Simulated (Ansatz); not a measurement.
Relaxation of CH8AlB2N (13 atoms, charge 0, multiplicity 1), to a largest force component of 0.015 eV/Å in at most 40 steps.

The calculation used Ansatz, RKS PBE/def2-SVP.

```xyz
13
Properties=species:S:1:pos:R:3:forces:R:3
C -0.970 -0.060 -1.495 -1.38 0.69 -1.08
B -0.485 -1.401 -0.939 -0.12 1.28 -0.34
B 0.460 -1.474 0.393 1.01 -0.33 1.86
Al 1.121 -3.270 1.301 -0.37 -0.81 -1.21
N 0.696 -4.916 0.407 2.48 -0.02 0.18
H -0.162 0.656 -1.770 0.14 0.00 0.37
H -1.622 0.485 -0.737 0.55 -0.26 -0.29
H -1.590 -0.182 -2.422 0.05 0.20 0.26
H -0.771 -2.385 -1.445 -0.71 -1.72 -1.15
H 0.770 -0.472 0.986 0.18 0.51 0.13
H 2.059 -3.235 2.559 0.18 -0.35 0.63
H 1.194 -5.679 0.994 -0.85 0.90 -1.26
H 1.163 -4.947 -0.585 -1.15 -0.09 1.90
```

Problem. Where does it end, and by what steps?

Solution. It converged. After 37 steps the energy has fallen by 2.478 eV; H9 moved furthest, 2.33 Å. Joined: B2–Al4 (3.33 → 2.46 Å), B3–H9 (2.39 → 1.33 Å).

```tsv
step	energy less start (eV)	largest force component (eV/Å)	accepted
0	0.0000	2.481	yes
2	-0.8205	1.356	yes
4	-1.1166	0.686	yes
6	-1.4423	0.711	yes
8	-1.6939	0.538	yes
10	-1.8226	0.452	yes
12	-1.8801	0.340	yes
14	-1.9083	0.407	yes
16	-1.9421	0.339	yes
18	-2.0704	0.524	yes
20	-2.3593	0.581	yes
22	-2.3689	1.699	no
24	-2.4390	0.258	yes
26	-2.4594	0.196	yes
28	-2.4682	0.288	yes
30	-2.4725	0.071	yes
32	-2.4766	0.127	yes
34	-2.4781	0.047	yes
36	-2.4782	0.020	yes
37	-2.4783	0.004	yes
```

```xyz
13
Properties=species:S:1:pos:R:3
C -1.240 -0.933 -1.035
B 0.222 -0.878 -0.500
B 1.660 -1.007 -0.089
Al 0.898 -2.760 0.926
N 0.141 -4.212 0.195
H -1.368 -0.195 -1.856
H -1.953 -0.651 -0.233
H -1.543 -1.927 -1.420
H 1.296 -1.313 -1.334
H 2.814 -0.782 0.164
H 1.109 -2.818 2.512
H -0.144 -5.043 0.720
H -0.029 -4.361 -0.803
```

Whether the end is a true minimum wasn't checked by a vibrational analysis.

Run time: 62 s on 2 threads of Intel(R) Xeon(R) Platinum 8488C (Sapphire Rapids) (shared host), peak memory 0.17 GiB.
